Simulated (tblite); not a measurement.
A tight-binding relaxation on `FC1(F)C=[CH][GeH2][Se+]1` [radical].

Computed with GFN2-xTB geometry optimisation, gas phase (tblite 0.8.0). Start geometry: from a force field or distance geometry. The command runs a driver script over a list of jobs; the input below is this job's line of settings and its coordinates in Å.

Command:
```bash
OMP_NUM_THREADS=1 python probes_run.py task.json out
```

Input:
```
{"job": {"kind": "relax", "xc": "GFN2-xTB", "basis": "xTB"}, "charge": 1, "multiplicity": 2}
F     -1.217300    -1.468100    -1.077800
C     -1.219300    -0.792000     0.155900
F     -2.441900    -0.941600     0.787900
C     -0.936800     0.609200    -0.137700
C      0.248000     1.088300    -0.207200
Ge     1.713800    -0.109200     0.066100
Se     0.206000    -1.526300     1.288800
H     -1.826200     1.304100    -0.288500
H      0.454400     2.161000    -0.442000
H      2.784500     0.473500     1.010700
H      2.240200    -0.796200    -1.182100
```

**Question.** Estimate the output.

**Answer.** 
```
step      E/eV     max force
  0    -612.19975    4.198
  1    -612.44855    2.993
  2    -612.57306    1.046
  3    -612.61737    0.634
  4    -612.64532    0.529
  5    -612.65838    0.345
  6    -612.66700    0.268
  7    -612.67485    0.352
  8    -612.68118    0.280
  9    -612.68650    0.195
... (59 lines left out)
 69    -612.72058    0.050
 70    -612.72092    0.037
 71    -612.72111    0.054
 72    -612.72122    0.026
 73    -612.72129    0.024
 74    -612.72136    0.024
 75    -612.72141    0.019
 76    -612.72146    0.017
 77    -612.72150    0.012
 78    -612.72152    0.008
```

«max force» is the largest atomic force in eV/Å.

**Question.** From which step on does the largest force stay under 0.1 eV/Å, and how much energy is left to gain from there?

**Answer.** From step 57 (0.068 eV/Å), 4.5 meV above the end.

In short: energy lowered by 12.0 kcal/mol over 78 steps; largest atomic force 0.008 eV/Å at the end.

**Question.** Where do the atoms end?

**Answer.** 0.463 Å rms from the input after alignment:
```
atom  x, y, z in Å
F1    -1.9190   -1.4492   -0.7916
C2    -1.2879   -0.7533    0.1539
F3    -2.0398   -0.7842    1.2550
C4    -0.9612    0.6420   -0.2787
C5     0.2685    1.1245   -0.3493
Ge6    1.7710   -0.0545    0.1340
Se7    0.3449   -1.9202    0.6344
H8    -1.8474    1.2176   -0.5264
H9     0.4466    2.1425   -0.6652
H10    2.5288    0.3016    1.3868
H11    2.7009   -0.4642   -0.9789
```

The run took 0.38 s of wall time on Arm Neoverse V2, one thread, no GPU, shared host.
Labels such as C1 count atoms from 1, the log's own numbers from 0.
